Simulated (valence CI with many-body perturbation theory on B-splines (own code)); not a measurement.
Results of a calculation; reference values are marked as such.
## Cs22+: what the settings do

Method: valence CI with perturbative core correlation (CI+MBPT): five valence electrons over a frozen Dirac-Fock core [Ar] 3d10, a basis of 6 s, 6 p, 5 d, 3 f, 1 g functions for each j, with the one-electron correlation potential Σ1, the two-electron term Σ2, the three-electron term Σ3, Breit, model QED; selected CI, second order for the rest, scaled by the run's own slope (own B-spline code, finite nucleus).

No measured levels were compared; by estimate levels hold to about 250 cm⁻¹ or 0.2 % of their energy and the worst to 1 %, as in measured heavy ions of charge 2 to 7; those with d or f electrons hold less well. Among the levels kept, up to 650 cm⁻¹ of a level comes from second order outside the variational space, and about a tenth of that is noise between levels of different J, which matters for small intervals.

The reference run has the lowest level (4s^2 4p1/2^2 4p3/2) J=3/2 and an ionisation energy of 701.909 eV. Its largest variational space holds 9978 state functions.

Levels are named by their leading jj configuration (3d3/2^4 stands for four electrons in 3d with j = 3/2), which in mixed levels can hold well under half, so a name can repeat and another be missing. Letters in brackets count levels of one name in rising energy.

Changed runs:
A. core polarisation of operators on → off
B. size limit of the variational space 10000 → 3000
C. highest l with Σ1, explicit Σ2 and valence Breit (higher l get mean screening factors) 3 → 1
D. scale of Σ1 1 → 0 (bad on purpose)

Excitation energies of the reference run in cm⁻¹, and shifts in cm⁻¹:

| Level | Reference | A | B | C | D |
| --- | --- | --- | --- | --- | --- |
| (4s^2 4p1/2 4p3/2^2) J=3/2 | 121358 | 0 | -3.0 | +121 | -863 |
| (4s^2 4p1/2 4p3/2^2) J=5/2 | 147646 | 0 | -2.6 | +150 | -902 |
| (4s^2 4p1/2 4p3/2^2) J=1/2 | 182022 | 0 | -6.6 | -198 | -925 |
| (4s^2 4p3/2^3) J=3/2 | 305377 | 0 | -10 | -50 | -1827 |
| (4s 4p1/2^2 4p3/2^2) J=5/2 | 540956 | 0 | +9.2 | -1121 | -783 |
| (4s 4p1/2^2 4p3/2^2) J=3/2 | 605103 | 0 | +5.2 | -3273 | -889 |
| (4s 4p1/2^2 4p3/2^2) J=1/2 | 611263 | 0 | -3.2 | -1249 | -968 |
| (4s 4p1/2 4p3/2^3) J=3/2 [a] | 688105 | 0 | +2.6 | -9951 | -1299 |
| (4s 4p1/2 4p3/2^3) J=5/2 | 724091 | 0 | -2.4 | -3710 | -1597 |
| (4s^2 4p1/2^2 4d3/2) J=3/2 | 726153 | 0 | +14 | -21847 | -17 |
| (4s^2 4p1/2^2 4d5/2) J=5/2 | 765362 | 0 | +13 | -30971 | -61 |
| (4s 4p1/2 4p3/2^3) J=1/2 | 766143 | 0 | -5.8 | -6473 | -1515 |
| Ionisation energy (eV) | 701.909 | 0 | -0.0006 | -0.031 | -1.283 |

No effect on these energies: A.
